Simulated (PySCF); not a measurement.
One molecule, many functionals

Compound: H₆OSSi₂.
Atom-mapped SMILES: `[OH:1][SiH2:2][S:3][SiH3:4]` (hydrogens: H5 on O1; H6, H7 on Si2; H8, H9, H10 on Si4)

Structure used (PBE0-D3(BJ)/def2-SVP), in Å, numbered top down from 1:
```
atom  x, y, z in Å
O1     2.6952   -0.7770   -0.0904
Si2    1.0456   -0.9209   -0.1141
S3     0.2271    0.9367    0.6113
Si4   -1.8706    0.4925    0.4584
H5     3.0679    0.0486    0.2308
H6     0.5682   -1.1786   -1.5027
H7     0.6085   -2.0447    0.7627
H8    -2.2504    0.1837   -0.9524
H9    -2.5801    1.7153    0.9253
H10   -2.2358   -0.6732    1.3173
```

Linear-response calculations in the def2-SVPD basis (PySCF; singlets by full response, triplets Tamm–Dancoff, core orbitals frozen in the response; HF means time-dependent Hartree–Fock). 'Strongest' is the level of largest summed f among the singlets computed (10 roots, of which the last may lack a degenerate partner); it can jump between rows when another state enters that window. S1 is the lowest singlet of each run and needn't be the same state throughout; f(S1) is that of one state. Geometry: PBE0-D3(BJ)/def2-SVP, one conformer, isolated molecule.

```csv
functional,kind,S1 (eV),f(S1),strongest (eV),T1 (eV),HOMO (eV),gap (eV),"ionisation energy, ΔSCF (eV)"
LDA,LDA,4.94,0.000,6.77,4.84,-6.42,4.90,9.38
PBE,GGA,5.08,0.001,6.93,4.94,-6.37,5.05,9.30
B3LYP,"global hybrid, 20% exact exchange",5.54,0.001,7.41,5.38,-7.31,6.59,9.55
PBE0,"global hybrid, 25% exact exchange",5.70,0.000,7.54,5.51,-7.56,7.05,9.56
BHandHLYP,"global hybrid, 50% exact exchange",6.16,0.002,8.02,5.90,-8.61,8.86,9.57
CAM-B3LYP,range-separated hybrid,5.92,0.001,7.78,5.70,-8.83,9.19,9.65
wB97X-D,range-separated hybrid,6.01,0.000,7.83,5.85,-9.37,10.56,9.68
LC-wPBE,range-separated hybrid,6.37,0.000,8.21,6.06,-10.21,11.65,9.77
```

S1 runs from 4.94 eV (LDA) to 6.37 eV (LC-wPBE), a spread of 1.42 eV, while the orbital gap spreads over 6.7 eV. Along PBE (0%), B3LYP (20%), PBE0 (25%), BHandHLYP (50%) S1 rises with the share of exact exchange. −ε(HOMO) comes closest to its own ΔSCF ionisation energy with wB97X-D (-0.31 eV) and misses most with LDA (-2.96 eV).

Without π bonds the low states are Rydberg-like; a valence basis with one diffuse set may place them up to an eV too high.
